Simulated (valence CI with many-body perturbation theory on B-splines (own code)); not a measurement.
Level structure of La⁸⁺

Computed by valence CI with perturbative core correlation (CI+MBPT): three valence electrons over a frozen Dirac-Fock core [Kr] 4d10, radial functions for each j: 7 s, 7 p, 7 d, 7 f, 4 g, 2 h, with the one-electron correlation potential Σ1, the two-electron term Σ2, the three-electron term Σ3, Breit, model QED; selected CI, second order for the rest, scaled by the run's own slope (own B-spline code, finite nucleus).

No measured levels were compared; by estimate levels hold to about 250 cm⁻¹ or 0.2 % of their energy and the worst to 1 %, as in measured heavy ions of charge 2 to 7; those with d or f electrons hold less well.

Levels 91 to 135 of 220, with energies above the lowest level, 5s2 5p 2P°_1/2. "Leading %" is the weight of the configuration and term that name the level; weights of strongly mixed levels are sums over their largest components and can fall short. In the jj column 3d3/2^4 stands for four electrons in 3d with j = 3/2. Lifetimes count E1, E2, E3, M1 and M2 decay at the calculated energies, and are blank where another channel may lead or the interval is too uncertain; long ones can be off by a factor of two.

```
No.  Configuration  Term     J  E (eV)  Leading %  Lifetime                Leading jj   Second component
 91         4f 5p2   4D°   1/2  50.186         52   78.9 ps  4f5/2 5p1/2 5p3/2 (63 %)    22 % 4f 5p2 2P°
 92         4f 5p2   2H°   9/2  50.441         47    239 ps  4f5/2 5p1/2 5p3/2 (46 %)    44 % 4f 5p2 2G°
 93       5s 5p 5d   4D°   7/2  50.490         30   52.8 ps  4f7/2 5p1/2 5p3/2 (34 %)    24 % 4f 5p2 2F°
 94       5s 5p 5d   4D°   7/2  50.561         44   49.8 ps     5s 5p3/2 5d5/2 (43 %)    21 % 4f 5p2 2G°
 95       5s 5p 5d   4P°   1/2  50.639         69   40.4 ps     5s 5p3/2 5d3/2 (77 %)  12 % 5s 5p 5d 4D°
 96       5s 5p 5d   4D°   5/2  50.646         51   34.5 ps     5s 5p3/2 5d3/2 (59 %)  15 % 5s 5p 5d 4P°
 97       5s 5p 5d   4P°   3/2  50.712         46   37.0 ps     5s 5p3/2 5d3/2 (69 %)  33 % 5s 5p 5d 4D°
 98       5s 5p 5d   2D°   5/2  51.540         42   55.0 ps     5s 5p3/2 5d5/2 (68 %)  19 % 5s 5p 5d 4P°
 99       5s 5p 5d   2D°   3/2  51.751         44   55.4 ps  4f7/2 5p1/2 5p3/2 (35 %)    14 % 4f 5p2 2D°
100         4f 5p2   2D°   5/2  52.234         29   81.7 ps  4f7/2 5p1/2 5p3/2 (37 %)  15 % 5s 5p 5d 2F°
101       5s 5p 5d   2F°   7/2  52.473         51   86.4 ps      4f7/2 5p3/2^2 (32 %)    12 % 4f 5p2 2G°
102         4f 5p2   2D°   3/2  52.790         45   57.4 ps      4f7/2 5p3/2^2 (44 %)  21 % 5s 5p 5d 2P°
103         4f 5p2   4F°   7/2  52.880         43   87.7 ps      4f5/2 5p3/2^2 (62 %)    14 % 4f 5p2 4D°
104         4f 5p2   4F°   5/2  52.880         32   89.0 ps      4f5/2 5p3/2^2 (74 %)    24 % 4f 5p2 4D°
105         4f 5p2   2H°  11/2  52.931         48    157 ps      4f7/2 5p3/2^2 (87 %)    43 % 4f 5p2 4G°
106         4f 5p2   4F°   9/2  52.994         64   90.7 ps      4f7/2 5p3/2^2 (79 %)    16 % 4f 5p2 2G°
107         4f 5p2   4D°   3/2  53.054         28   83.1 ps      4f5/2 5p3/2^2 (65 %)    17 % 4f 5p2 2D°
108         4f 5p2   2P°   1/2  53.169         45    105 ps      4f5/2 5p3/2^2 (71 %)    31 % 4f 5p2 4D°
109         4f 5p2   2G°   9/2  53.280         54    128 ps      4f5/2 5p3/2^2 (81 %)    30 % 4f 5p2 2H°
110         4f 5p2   2F°   5/2  54.110         44   48.5 ps      4f7/2 5p3/2^2 (46 %)  19 % 5s 5p 5d 2D°
111         4f 5p2   2P°   3/2  54.252         29   41.8 ps      4f7/2 5p3/2^2 (25 %)  22 % 5s 5p 5d 2P°
112       5s 5p 5d   2F°   7/2  54.553         68   49.0 ps     5s 5p3/2 5d5/2 (55 %)     8 % 5s2 5f 2F°
113       5s 5p 5d   2F°   5/2  54.783         72   31.9 ps     5s 5p3/2 5d3/2 (59 %)     9 % 5s2 5f 2F°
114         5s2 6p   2P°   1/2  54.847         64   97.8 ps         5s^2 6p1/2 (64 %)  27 % 5s 5p 5d 2P°
115       5s 5p 5d   2P°   1/2  55.075         57   40.5 ps     5s 5p3/2 5d5/2 (48 %)    22 % 5s2 6p 2P°
116         4f 5p2   2F°   7/2  55.472         45   35.5 ps      4f7/2 5p3/2^2 (32 %)  32 % 5s 5p 5d 2F°
117         5s2 6p   2P°   3/2  56.110         52   92.6 ps         5s^2 6p3/2 (52 %)  34 % 5s 5p 5d 2P°
118         5s2 6p   2P°   3/2  56.608         27   26.7 ps     5s 5p3/2 5d5/2 (29 %)  26 % 5s 5p 5d 2D°
119       5s 5p 5d   2P°   1/2  56.873         63   26.0 ps     5s 5p3/2 5d3/2 (48 %)    11 % 5s2 6p 2P°
120         4f 5p2   2F°   5/2  56.948         76   69.4 ps      4f5/2 5p3/2^2 (76 %)   4 % 4f 5s 5d 2F°
121         4f 5p2   2F°   7/2  57.177         70   80.7 ps      4f7/2 5p3/2^2 (77 %)   7 % 5s 5p 5d 2F°
122       5s 5p 5d   2D°   5/2  57.305         58   23.4 ps     5s 5p3/2 5d5/2 (49 %)   9 % 4f 5s 5d 2D°
123       5s 5p 5d   2P°   3/2  57.404         28   24.8 ps     5s 5p3/2 5d3/2 (26 %)  19 % 5s 5p 5d 2D°
124       4f 5s 5d   4H°   7/2  57.905         36   68.9 ps     4f5/2 5s 5d3/2 (52 %)    21 % 4f2 5p 4H°
125       4f 5s 5d   4F°   3/2  57.933         81   46.4 ps     4f5/2 5s 5d3/2 (58 %)     8 % 4f2 5p 4F°
126         4f2 5p   4I°   9/2  58.004         38    128 ps      4f5/2^2 5p1/2 (65 %)  16 % 4f 5s 5d 4H°
127       4f 5s 5d   4F°   5/2  58.049         79   45.8 ps     4f5/2 5s 5d3/2 (39 %)   7 % 4f 5s 5d 4G°
128       4f 5s 5d   4G°   9/2  58.099         32   85.2 ps  4f5/2 4f7/2 5p1/2 (38 %)    15 % 4f2 5p 4G°
129       4f 5s 5d   4F°   7/2  58.178         58   45.8 ps     4f7/2 5s 5d3/2 (49 %)  19 % 4f 5s 5d 4H°
130       4f 5s 5d   4G°   7/2  58.283         34   51.4 ps     4f5/2 5s 5d3/2 (50 %)  18 % 4f 5s 5d 4H°
131       4f 5s 5d   4G°   5/2  58.284         85   43.3 ps     4f5/2 5s 5d3/2 (65 %)     6 % 4f2 5p 4G°
132       4f 5s 5d   4F°   9/2  58.302         52   56.7 ps     4f7/2 5s 5d3/2 (35 %)  12 % 4f 5s 5d 4H°
133       4f 5s 5d   4G°  11/2  58.339         46   94.1 ps      4f7/2^2 5p1/2 (41 %)    27 % 4f2 5p 4G°
134       4f 5s 5d   4H°  11/2  58.413         40   89.6 ps  4f5/2 4f7/2 5p1/2 (50 %)    25 % 4f2 5p 4I°
135       4f 5s 5d   4H°   9/2  58.475         49   52.1 ps     4f7/2 5s 5d3/2 (27 %)  23 % 4f 5s 5d 4G°
```

Names give the largest LS component (configuration and term), which can be under half, so a name can repeat, a term be missing and a line seem to break the LS rules; names also repeat where a configuration has a term twice.

Where two levels of one J and parity lie close, their mixing, g and order are uncertain.
